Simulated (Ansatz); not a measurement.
Species: C$_{2}$H$_{4}$Si, SMILES `C=C=[SiH2]` (charge 0, multiplicity 1).

Task: Give a relaxed geometry from Ansatz (a first-principles code) with B3LYP-D3(BJ)/def2-TZVP.

Result: the end point of this relaxation (outside a Z-matrix the atoms follow the SMILES, hydrogens last).
Cartesian coordinates (Å) in one orientation:
```xyz
7

C     -1.506    -0.137     0.154
C     -0.213    -0.019     0.022
Si     1.456     0.133    -0.149
H     -1.963    -0.508     1.070
H     -2.197     0.129    -0.644
H      2.150     1.374     0.217
H      2.272    -0.971    -0.670
```
